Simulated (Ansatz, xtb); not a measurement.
## FGeH3N2: which of two structures lies lower

Structure I: a singlet given by its coordinates. Structure II: a singlet given by its coordinates. Both are isolated molecules in the gas phase, relaxed with r2SCAN-D4/def2-SVP.

I (Å):

```xyz
7

F    -2.4689   -0.5148    0.6589
Ge   -1.4666    0.9158    0.2472
N    -1.9829    0.9640   -1.6226
N    -0.9863   -0.0871   -1.5454
H    -2.8807    0.5419   -1.8769
H    -1.3409   -1.0465   -1.5232
H    -0.2327    0.0282   -2.2239
```

Close contacts (Å): F1–Ge2 1.79, Ge2–N3 1.94, Ge2–N4 2.11, N3–N4 1.45, N3–H5 1.02, N4–H6 1.02, N4–H7 1.02.

II (Å):

```tsv
atom	x (Å)	y (Å)	z (Å)
F	-2.2736	-1.4262	-2.6363
Ge	-2.8435	-1.5036	-0.9623
N	-1.4877	0.2887	0.9007
N	-1.7158	-0.1746	-0.4141
H	-1.5983	-0.4877	1.5540
H	-2.1948	0.9856	1.1476
H	-1.0667	0.2478	-1.0819
```

Close contacts (Å): F1–Ge2 1.77, Ge2–N4 1.83, N3–N4 1.41, N3–H5 1.02, N3–H6 1.02, N4–H7 1.02.

Energies in hartree; the thermal terms are from r2SCAN-D4/def2-SVP harmonic frequencies (ideal gas, rigid rotor, one conformer each, 400 K, 1 atm) and include the zero-point energy:

```
                                I            II
E, CCSD(T)/def2-TZVP  −2286.487376  −2286.492020
   zero-point energy      0.044647      0.044609
        H(400 K) − E      0.054007      0.054574
        G(400 K) − E      0.003471      0.001685
```

Task: Work out ΔE, ΔE₀, ΔH and ΔG for I → II in kJ/mol (1 Eh = 2625.50 kJ/mol) and the equilibrium ratio [II]/[I].

Result: 1. ΔE = −2286.492020 − (−2286.487376) = −0.004644 Eh = −12.19 kJ/mol.
2. ΔE₀ = ΔE + ΔZPE = −0.004644 + (−0.000038) Eh = −12.29 kJ/mol.
3. ΔH = ΔE + (+0.000567) Eh = −10.70 kJ/mol.
4. ΔG = ΔE + (−0.001786) Eh = −16.88 kJ/mol, so ΔS = (ΔH − ΔG)/T = +15.4 J/(mol K).
5. kT = 1.2667 mEh, so K = [II]/[I] = exp(−ΔG/kT) = exp(+5.08) ≈ 160.

Structure II is favoured at this temperature. An error of 4 kJ/mol in ΔG would change K by a factor of 3.3. Mirror images and further conformers aren't counted.

Other levels gave ΔE = −25.7 (GFN2-xTB); −56.2 (HF/STO-3G, GFN2-xTB geometries); −23.3 (r2SCAN-D4/def2-SVP//GFN2-xTB); −16.8 (r2SCAN-D4/def2-SVP); −26.3 (HF/def2-TZVP); −10.2 (MP2/def2-TZVP) kJ/mol. The correlated steps freeze 12 core orbitals; the filled d shell of Ge is correlated, in a basis made for valence electrons. Programs: Ansatz 0.2.0, xtb 6.7.1.
